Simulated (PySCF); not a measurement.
## Spin-rotation constants: `CSCn1ccc(C)c1`, C7H11NS

Geometry (Å), atoms numbered from 1 in this order:
```xyz
20

C     2.692    0.916    0.250
S     2.841   -0.823    0.740
C     1.421   -1.511   -0.220
N     0.173   -0.985    0.190
C    -0.506   -1.340    1.317
C    -1.615   -0.551    1.424
C    -1.615    0.335    0.319
C    -2.641    1.373    0.017
C    -0.496    0.045   -0.411
H     1.708    1.284    0.527
H     3.458    1.460    0.792
H     2.857    1.008   -0.820
H     1.599   -1.288   -1.274
H     1.472   -2.587   -0.049
H    -0.141   -2.123    1.952
H    -2.353   -0.592    2.201
H    -3.603    0.909   -0.203
H    -2.339    1.968   -0.842
H    -2.778    2.035    0.871
H    -0.139    0.477   -1.326
```

Level of theory: GIAO HCTH407/3-21G magnetisability, rotational g tensor and spin-rotation constants, non-relativistic, gas phase (PySCF 2.14.0). Geometry: GFN2-xTB.

(1) Give the nuclear spin-rotation constants along the inertial axes (H = +C I·J) beside the isotropic shieldings.

## Answers

(1) Rotational constants 2.9473, 0.8123, 0.7203 GHz. A star marks the isotopologue with that one atom substituted, in its own axes.
| atom | isotope | Caa (kHz) | Cbb (kHz) | Ccc (kHz) | mean (kHz) | σ (ppm) |
| --- | --- | --- | --- | --- | --- | --- |
| N4 | 14N | 0.306 | 0.067 | 0.042 | 0.138 | 137.9 |
| H10 | 1H | 0.018 | -0.093 | -0.073 | -0.050 | 31.1 |
| H11 | 1H | -0.216 | -0.075 | -0.041 | -0.111 | 31.5 |
| H12 | 1H | -0.361 | -0.069 | -0.008 | -0.146 | 31.4 |
| H13 | 1H | -0.349 | -0.038 | -0.006 | -0.131 | 28.6 |
| H14 | 1H | -0.300 | 0.025 | -0.071 | -0.115 | 28.3 |
| H15 | 1H | -0.192 | 0.017 | -0.069 | -0.081 | 27.0 |
| H16 | 1H | -0.073 | -0.060 | -0.031 | -0.055 | 27.5 |
| H17 | 1H | -0.078 | -0.069 | -0.065 | -0.070 | 30.9 |
| H18 | 1H | -0.333 | -0.012 | -0.059 | -0.135 | 31.4 |
| H19 | 1H | -0.305 | -0.086 | 0.006 | -0.129 | 30.9 |
| H20 | 1H | -0.290 | -0.002 | -0.036 | -0.109 | 27.5 |
| C1 | 13C* | 0.352 | 0.082 | 0.082 | 0.172 | 186.5 |
| S2 | 33S* | 0.630 | 0.221 | 0.154 | 0.335 | 544.9 |
| C3 | 13C* | 0.419 | 0.148 | 0.111 | 0.226 | 154.2 |
| C5 | 13C* | 0.694 | 0.225 | 0.146 | 0.355 | 103.4 |
| C6 | 13C* | 0.762 | 0.195 | 0.141 | 0.366 | 108.4 |
| C7 | 13C* | 0.837 | 0.207 | 0.126 | 0.390 | 104.4 |
| C8 | 13C* | 0.314 | 0.086 | 0.080 | 0.160 | 189.1 |
| C9 | 13C* | 0.661 | 0.231 | 0.148 | 0.347 | 104.1 |

For the geometry as given, no vibrational averaging.
